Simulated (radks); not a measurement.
The numbers below are computed, except where a source is named.
The silicon anion Si4-, [Ar], held by a Watson sphere: a shell of charge +5.62 at radius R that stands for the Madelung well of a crystal (potential energy -5.62/R inside, -5.62/r outside, in hartree with lengths in bohr). Level of theory: scalar-relativistic Kohn-Sham, LDA (Slater exchange, Perdew-Wang correlation), spin-polarised, spherical densities, finite nucleus; Fermi nuclear charge, rms radius of each element as measured or else 0.836 A^(1/3) + 0.57 fm (a radial shooting solver on a logarithmic mesh with Libxc functionals). Response by self-consistent Sternheimer equations with the Hartree and adiabatic LDA kernel, the relativistic mass of each level held fixed and spin-orbit coupling left out. The sphere does not respond.

R (bohr)	e(2p) (eV)	e(3s) (eV)	e(3p) (eV)	<r> 3p (bohr)	sum of <r^2> (bohr^2)	X-ray form factor at sin(theta)/lambda = 0.2 1/angstrom	alpha (bohr^3)
2.09	-106.81	-30.656	-22.862	2.213	45.53	10.496	20.33
2.32	-105.24	-28.674	-21.443	2.343	50.31	10.197	24.67
3.6	-101.58	-20.619	-15.121	3.044	80.48	9.413	69.18
4.28	-100.51	-17.982	-12.812	3.411	98.62	9.406	114.8
4.41	-100.32	-17.572	-12.437	3.481	102.3	9.419	126.0
4.61	-100.05	-16.992	-11.898	3.591	108.1	9.443	145.2
